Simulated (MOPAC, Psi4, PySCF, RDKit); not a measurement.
Internal rotation in SMILES F[SiH2][SiH2]Cl (H4ClFSi2), singlet. Scanned: dihedral F1–Si2–Si3–Cl4; all other coordinates were relaxed at B3LYP-D3(BJ)/def2-SVP. Points at φ and −φ are mirror images.

Atom numbering (GFN2-xTB optimised geometry, Å):
```
8

F      1.6456    -1.4399     0.5096
Si     1.1635    -0.0277    -0.1066
Si    -1.1325    -0.0053     0.1168
Cl    -1.8533     1.7498    -0.6025
H      1.6940    -0.0627    -1.4668
H      1.9142     0.9487     0.6781
H     -1.6081    -0.1009     1.5008
H     -1.8234    -1.0620    -0.6294
```

- RKS-B3LYP/6-31G* = restricted B3LYP/6-31G*, spherical d // B3LYP-D3(BJ)/def2-SVP run with PySCF
- RKS-B3LYP/LANL2DZ = restricted B3LYP/LANL2DZ, with its core potentials past Ne // B3LYP-D3(BJ)/def2-SVP (PySCF)
- PM3, restricted, heats of formation // B3LYP-D3(BJ)/def2-SVP (MOPAC)
- HF/cc-pVTZ // B3LYP-D3(BJ)/def2-SVP (Psi4)
- MMFF94 // B3LYP-D3(BJ)/def2-SVP (RDKit)
- MP2/cc-pVTZ = DF-MP2 (frozen core)/cc-pVTZ // B3LYP-D3(BJ)/def2-SVP (Psi4)

Energies in kcal/mol, each method relative to its own lowest point.

| φ / ° | RKS-B3LYP/6-31G* | RKS-B3LYP/LANL2DZ | PM3 | HF/cc-pVTZ | MMFF94 | MP2/cc-pVTZ |
|---|---|---|---|---|---|---|
| -150 | 0.56 | 0.48 | 0.39 | 0.43 | 0.41 | 0.54 |
| -120 | 1.20 | 1.12 | 0.00 | 0.93 | 0.95 | 1.12 |
| -90 | 0.79 | 0.88 | 0.01 | 0.64 | 0.33 | 0.78 |
| -60 | 0.67 | 1.01 | 0.44 | 0.44 | 0.04 | 0.49 |
| -30 | 1.43 | 1.97 | 0.78 | 1.07 | 0.90 | 1.13 |
| 0 | 1.96 | 2.59 | 0.93 | 1.59 | 1.69 | 1.68 |
| 30 | 1.43 | 1.97 | 0.78 | 1.07 | 0.90 | 1.13 |
| 60 | 0.67 | 1.01 | 0.44 | 0.44 | 0.04 | 0.49 |
| 90 | 0.79 | 0.88 | 0.01 | 0.64 | 0.33 | 0.78 |
| 120 | 1.20 | 1.12 | 0.00 | 0.93 | 0.95 | 1.12 |
| 150 | 0.56 | 0.48 | 0.39 | 0.43 | 0.41 | 0.54 |
| 180 | 0.00 | 0.00 | 0.70 | 0.00 | 0.00 | 0.00 |

Root-mean-square difference from the MP2/cc-pVTZ profile, itself a level with limits, after the best constant shift (kcal/mol): RKS-B3LYP/6-31G* 0.12, RKS-B3LYP/LANL2DZ 0.37, PM3 0.50, HF/cc-pVTZ 0.06, MMFF94 0.16.

MMFF94 has few fitted parameters for silicon.
